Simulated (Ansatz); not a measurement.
Geometry optimisation, DFT PBE-D3(BJ), scalar-relativistic, plane waves, PAW (Ansatz).

Input file:

```yaml
accuracy: low
crystal:
  lattice:
    - [9.085603, 0.0, 0.0]
    - [0.0, 9.085603, 0.0]
    - [0.0, 0.0, 9.085603]
  atoms:
    - { symbol: C, position: [0.5734645, 0.7782626, 0.0045332] }
    - { symbol: H, position: [0.6456129, 0.8525744, 0.0650006] }
    - { symbol: H, position: [0.5043518, 0.7179639, 0.0818083] }
    - { symbol: H, position: [0.6397405, 0.7008209, -0.0586666] }
    - { symbol: H, position: [0.5041527, 0.8416913, -0.0700096] }
    - { symbol: C, position: [0.2999511, 0.354084, 0.7547799] }
    - { symbol: H, position: [0.3987925, 0.4111882, 0.7915689] }
    - { symbol: H, position: [0.2241489, 0.3419617, 0.8469266] }
    - { symbol: H, position: [0.329648, 0.2456888, 0.7129166] }
    - { symbol: H, position: [0.2472151, 0.4174972, 0.6677074] }
    - { symbol: C, position: [0.1700473, 0.8030314, 0.2659362] }
    - { symbol: H, position: [0.1864828, 0.8959445, 0.3399698] }
    - { symbol: H, position: [0.0530444, 0.777591, 0.2590758] }
    - { symbol: H, position: [0.2293284, 0.7075608, 0.3078294] }
    - { symbol: H, position: [0.2113334, 0.8310295, 0.1568697] }
    - { symbol: C, position: [0.9325829, 0.1345208, 0.3186126] }
    - { symbol: H, position: [0.9166341, 0.1853498, 0.2111604] }
    - { symbol: H, position: [1.0372991, 0.1704908, 0.3647063] }
    - { symbol: H, position: [0.9330263, 0.0151801, 0.3067154] }
    - { symbol: H, position: [0.8433722, 0.1670625, 0.3918686] }
    - { symbol: O, position: [0.8392796, 0.415392, 0.8425616] }
    - { symbol: C, position: [0.8840605, 0.4236374, 0.9640471] }
    - { symbol: S, position: [0.9435263, 0.4345868, 1.1253712] }
    - { symbol: O, position: [0.1089666, 0.0279349, 0.6615585] }
    - { symbol: C, position: [0.139684, 0.0557717, 0.7844958] }
    - { symbol: S, position: [0.1804745, 0.0927369, 0.9477479] }
    - { symbol: O, position: [0.2394734, 0.6721425, 0.6287285] }
    - { symbol: C, position: [0.2593597, 0.6793674, 0.7567299] }
    - { symbol: S, position: [0.2857674, 0.6889616, 0.9267068] }
    - { symbol: O, position: [0.9888114, 0.6260078, 0.5265523] }
    - { symbol: C, position: [0.8753983, 0.6889686, 0.5288867] }
    - { symbol: S, position: [0.7247938, 0.772576, 0.5319866] }
    - { symbol: O, position: [0.5424863, 0.2093915, 0.6851115] }
    - { symbol: C, position: [0.5414311, 0.2150571, 0.8147218] }
    - { symbol: S, position: [0.5400297, 0.2225805, 0.9868351] }
    - { symbol: O, position: [0.4405456, 0.6122088, 0.3420738] }
    - { symbol: C, position: [0.4894047, 0.4922648, 0.3497061] }
    - { symbol: S, position: [0.5542862, 0.3329877, 0.3598412] }
basis:
  ecutwfc: 420.0
kpoints:
  mp_grid: { grid: [1, 1, 1] }
hamiltonian:
  xc: pbe
  dispersion: d3bj
scf:
  occupations: { method: fermi_dirac, width: 0.05 }
  lower_state_search: "off"
relax:
  f_tol: 0.3
  max_steps: 15
  adjacent_minimum: "off"
```

Launched with:

```bash
$ ansatz run input.yaml --threads 1 --pin off --max-ram 3072MiB --backend cpu --events-out ev --progress --plain --runs-dir out
```

Task: Where does it end, and by what steps?

Result: It converged. The threshold is loose, so the end isn't yet a minimum. Limits of this set-up: coarse k mesh, low accuracy level. After 13 steps the energy has fallen by 2.004 eV; S26 moved furthest, 1.74 Å.

| step | energy less start (eV) | largest force component (eV/Å) | accepted |
| --- | --- | --- | --- |
| 0 | 0.0000 | 1.366 | yes |
| 1 | -0.7750 | 0.608 | yes |
| 2 | -1.1779 | 1.249 | yes |
| 3 | -1.4304 | 1.573 | yes |
| 4 | -1.6210 | 0.920 | yes |
| 5 | -1.7405 | 0.519 | yes |
| 6 | -1.8217 | 0.524 | yes |
| 7 | -1.8773 | 0.738 | yes |
| 8 | -1.9201 | 0.572 | yes |
| 9 | -1.9508 | 0.529 | yes |
| 10 | -1.9685 | 0.533 | yes |
| 11 | -1.9811 | 0.451 | yes |
| 12 | -1.9941 | 0.327 | yes |
| 13 | -2.0036 | 0.089 | yes |

```xyz
38
Lattice="9.0856 0.0000 0.0000 0.0000 9.0856 0.0000 0.0000 0.0000 9.0856" Properties=species:S:1:pos:R:3
C 5.692 7.184 -0.220
H 6.617 7.732 -0.011
H 5.310 6.733 0.701
H 5.891 6.404 -0.961
H 4.943 7.877 -0.616
C 2.489 2.943 6.359
H 3.391 3.562 6.406
H 2.087 2.814 7.370
H 2.741 1.967 5.932
H 1.741 3.432 5.727
C 1.418 7.447 2.576
H 1.381 7.918 3.563
H 0.417 7.458 2.129
H 1.772 6.416 2.677
H 2.110 8.001 1.930
C 8.346 1.319 3.351
H 7.694 1.667 2.543
H 9.380 1.267 2.996
H 8.027 0.326 3.684
H 8.288 2.023 4.187
O 7.743 4.145 7.553
C 8.016 4.288 8.680
S 8.385 4.477 10.190
O 0.561 0.022 6.229
C 0.278 0.322 7.321
S -0.089 0.724 8.791
O 3.271 6.613 5.744
C 2.677 6.485 6.742
S 1.896 6.312 8.090
O 8.780 5.014 4.475
C 8.000 5.841 4.753
S 6.953 6.948 5.116
O 5.866 1.198 6.685
C 5.558 1.593 7.740
S 5.149 2.110 9.160
O 4.090 5.351 2.535
C 4.610 4.459 3.085
S 5.311 3.256 3.802
```

Whether the end is a true minimum wasn't checked by a vibrational analysis.

The run took 83 s on 1 thread of Arm Neoverse V1, on a shared host, peak memory 0.62 GiB.
